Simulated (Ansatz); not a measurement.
Mulliken charges of BClH5NOSi (`N[SiH](Cl)BO`) from B3LYP/def2-TZVPP in Ansatz (PBE0-D4/def2-TZVP geometry).

| atom | x (Å) | y (Å) | z (Å) | charge (e) |
| --- | --- | --- | --- | --- |
| N1 | -1.220 | -0.525 | -1.107 | -0.385 |
| Si2 | -0.410 | -0.735 | 0.377 | 0.408 |
| Cl3 | 0.905 | -2.366 | 0.434 | -0.294 |
| B4 | 0.790 | 0.848 | 0.749 | 0.126 |
| O5 | 1.122 | 1.627 | -0.304 | -0.248 |
| H6 | -0.738 | -0.085 | -1.875 | 0.145 |
| H7 | -1.915 | -1.178 | -1.430 | 0.134 |
| H8 | -1.426 | -1.062 | 1.408 | -0.091 |
| H9 | 1.244 | 1.087 | 1.838 | -0.002 |
| H10 | 1.732 | 2.338 | -0.087 | 0.206 |

**Question.** By hand: the dipole of these point charges (1 e Å = 4.8032 D).

**Answer.** Σ q r = (-0.022, 0.707, 0.009) e Å, of length 0.707 e Å = 3.40 D.

**Question.** How does the dipole of the full density compare? (Estimate.)

**Answer.** Computed: (-0.008, 0.523, -0.184) e Å, 2.66 D; the point charges give 1.28 times that, at 20° from its direction.

Point charges leave out the atoms' own dipoles, such as those of lone pairs, and Mulliken's split depends on the basis, so the two needn't agree.

B3LYP here is the variant with VWN-RPA as its local correlation; programs differ in this.
